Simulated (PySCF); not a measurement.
Cost of response and excited-state runs on 4-bromophenol, C6H5BrO

Cartesian coordinates in Å; atom numbers follow the order of the lines, from 1:
```xyz
13

O    -2.517    0.351   -0.183
C    -1.176    0.174   -0.091
C    -0.345    1.166   -0.607
C     1.026    1.029   -0.537
C     1.568   -0.103    0.051
Br    3.461   -0.295    0.147
C     0.758   -1.096    0.569
C    -0.616   -0.956    0.497
H    -2.981   -0.400    0.207
H    -0.792    2.037   -1.059
H     1.673    1.795   -0.936
H     1.192   -1.973    1.024
H    -1.257   -1.728    0.901
```

PySCF with density fitting, on 1 thread of an Arm Neoverse V1, shared host. Command: `OMP_NUM_THREADS=1 python excited_run.py task.json out`

How long does this run take, and how much memory?
- excited states, CAM-B3LYP/def2-SVP; Tamm-Dancoff; spin-orbit couplings; 8 states; 4 triplets; quadratic response for 4 states


| run | level | basis functions | wall time | peak memory (GiB) |
| --- | --- | --- | --- | --- |
| excited states | CAM-B3LYP/def2-SVP | 155 | 31 s | 0.73 |

Times from a shared host are rough.
